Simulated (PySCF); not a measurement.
## Where the electron goes

Species: ZrBr2(OMe)2, C2H6Br2O2Zr (singlet state).
Geometry (PBE0-D3(BJ)/def2-SVP, Å), atoms numbered from 1 in this order:
```xyz
13
C2H6Br2O2Zr angstrom
Zr     0.8973    0.0531    0.8688
Br     0.7712    0.2185    3.3856
Br     3.2616    0.0292    0.0166
O      0.0662    1.5629    0.0962
C     -0.5424    2.6037   -0.5904
H     -0.7854    3.4263    0.1020
H     -1.4744    2.2630   -1.0709
H      0.1321    2.9914   -1.3721
O      0.0657   -1.5398    0.2790
C     -0.4783   -2.6772   -0.3023
H      0.2698   -3.1775   -0.9398
H     -1.3497   -2.4190   -0.9267
H     -0.8030   -3.3869    0.4762
```

Theory: TDDFT PBE0/def2-SVPD, vertical, gas phase, core orbitals frozen in the response, def2 core potentials past Kr (PySCF 2.14.0, density-fitted response routines). Spin–orbit coupling is left out. The geometry optimisation had not met its thresholds, so the values belong to a structure short of the stationary point.

Frontier orbitals with the atoms that hold most of them (Löwdin shares over 4%, at most four atoms; ? is withheld):

```json
{"orbital": "HOMO-3", "ε (eV)": "-8.71", "atoms": "Br3 42%, Br2 35%, Zr1 12%"}
{"orbital": "HOMO-2", "ε (eV)": "-8.37", "atoms": "Br3 46%, Br2 26%, O4 9%, O9 8%"}
{"orbital": "HOMO-1", "ε (eV)": "-8.25", "atoms": "Br2 50%, Br3 26%, O9 7%, O4 7%"}
{"orbital": "HOMO", "ε (eV)": "?", "atoms": "?"}
{"orbital": "LUMO", "ε (eV)": "-1.46", "atoms": "?"}
{"orbital": "LUMO+1", "ε (eV)": "-1.03", "atoms": "Zr1 66%, Br3 8%, O4 8%, O9 8%"}
{"orbital": "LUMO+2", "ε (eV)": "-0.72", "atoms": "Zr1 61%, Br3 11%, Br2 10%, O9 8%"}
```

Q: Give the leading atoms of the HOMO.

A: Br2 (bonded to Zr) 48%; Br3 (bonded to Zr) 41%.

Q: Which atoms hold the LUMO, and with what shares?

A: Zr1 (bonded to 2 Br and 2 O) 67%; Br3 (bonded to Zr) 13%; Br2 (bonded to Zr) 13%. By element: zirconium 67%, bromine 26%.

Q: What is the HOMO energy, and the HOMO–LUMO gap?

A: ε(HOMO) = -8.18 eV; the gap is 6.72 eV (0.2470 hartree).

Q: The HOMO–LUMO gap is 6.72 eV. Where does the response calculation put the lowest singlet, and from which orbitals?

A: S1 is at 5.39 eV (f = 0.0000), 1.33 eV below the gap, made of HOMO-1→LUMO (99%). Its leading pair isn't HOMO and LUMO; the energies of that pair differ by 6.79 eV. Without the coupling terms of the response equations the lowest excitation would equal the gap.

Q: One configuration dominates each of S1, S2, S3 and S4. Which, and how do the shares of the two leading atoms of either orbital change from the occupied to the empty one?

A: 
- S1 (5.39 eV, f 0.0000), HOMO-1→LUMO (99%): Br2 50% → 13%, Br3 26% → 13%, Zr1 at most 7% → 67%; the Löwdin share of zirconium is at most 7% in HOMO-1 and 67% in LUMO (ligand-to-metal charge transfer by this measure)
- S2 (5.51 eV, f 0.0018), HOMO-2→LUMO (95%): Br3 46% → 13%, Br2 26% → 13%, Zr1 at most 8% → 67%; the Löwdin share of zirconium is at most 8% in HOMO-2 and 67% in LUMO (ligand-to-metal charge transfer by this measure)
- S3 (5.56 eV, f 0.049), HOMO→LUMO (82%): Br2 48% → 13%, Br3 41% → 13%, Zr1 at most 4% → 67%; the Löwdin share of zirconium is at most 4% in HOMO and 67% in LUMO (ligand-to-metal charge transfer by this measure)
- S4 (5.83 eV, f 0.0060), HOMO→LUMO+1 (95%): Br2 48% → at most 9%, Br3 41% → 8%, Zr1 at most 4% → 66%; the Löwdin share of zirconium is at most 4% in HOMO and 66% in LUMO+1 (ligand-to-metal charge transfer by this measure)

The run took 14 min (with the writing of density and orbital grids) on one thread of an AMD EPYC, on a shared host, and the process peaked at 1.4 GiB of memory.
